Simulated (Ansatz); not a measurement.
`CC(C)[Si](F)(F)C(C)C` → 6 C• + 2 F• + 14 H• + Si•  (atomization)

Computed with Ansatz on PBE0-D4/def2-TZVP structures; ΔE is electronic, products minus reactants. CBS: MP2 limit from def2 TZ/QZ plus the TZ coupled-cluster correction, frozen cores. This one scheme is used for every species, atoms too. For atomizations the MP2-based limit and the directly extrapolated one differ by several kJ/mol either way, and by 10 to 25 for some Ge, Se and Sn compounds, so smaller differences from it don't rank the levels. Functionals use def2-TZVPP. Open shells (•) are unrestricted, without spin–orbit coupling. Spin–orbit coupling would lower the free atoms: a little for C, F, Si. One conformer a species, not always the lowest.

`CC(C)[Si](F)(F)C(C)C`:

```xyz
23

C    -1.799    1.309    0.557
C    -0.457    1.514   -0.147
C     0.108    2.909    0.119
Si    0.765    0.188    0.319
F     1.152    0.370    1.861
F     2.119    0.435   -0.498
C     0.221   -1.572    0.049
C    -0.220   -1.805   -1.397
C     1.308   -2.561    0.469
H    -1.688    1.373    1.643
H    -2.514    2.080    0.256
H    -2.245    0.338    0.326
H    -0.614    1.408   -1.229
H     0.296    3.060    1.186
H     1.048    3.077   -0.411
H    -0.601    3.679   -0.202
H    -0.649   -1.719    0.704
H    -0.559   -2.836   -1.535
H    -1.041   -1.146   -1.692
H     0.607   -1.638   -2.093
H     1.602   -2.426    1.512
H     2.204   -2.444   -0.146
H     0.958   -3.591    0.349
```

```csv
level,ΔE (kJ/mol),difference from CCSD(T)/CBS
revPBE-D4,9268.8,-70.6
r2SCAN-D4,9350.7,11.3
PBE0-D4,9359.7,20.3
r2SCANh-D4,9312.5,-26.9
CAM-B3LYP-D4,9373.7,34.3
revPBE,9095.7,-243.7
PBE0,9310.7,-28.7
CCSD(T)/def2-SVP,8914.1,-425.3
CCSD/def2-TZVPP,9024.7,-314.7
CCSD(T)/def2-TZVPP,9134.7,-204.7
CCSD(T)/CBS,9339.4,0
```

Largest T1 diagnostic among the species: 0.012.

At CCSD(T), def2-SVP lies −425.3 kJ/mol from the extrapolated value and def2-TZVPP −204.7 kJ/mol: correlation converges slowly with the basis, and small sets miss more of it in the bonded molecule than in its fragments. From BLYP to BHLYP (50 % exact exchange), in def2-TZVPP and without D4, ΔE moves by −93.6 kJ/mol: exact exchange takes away binding that semilocal exchange gives to molecules.
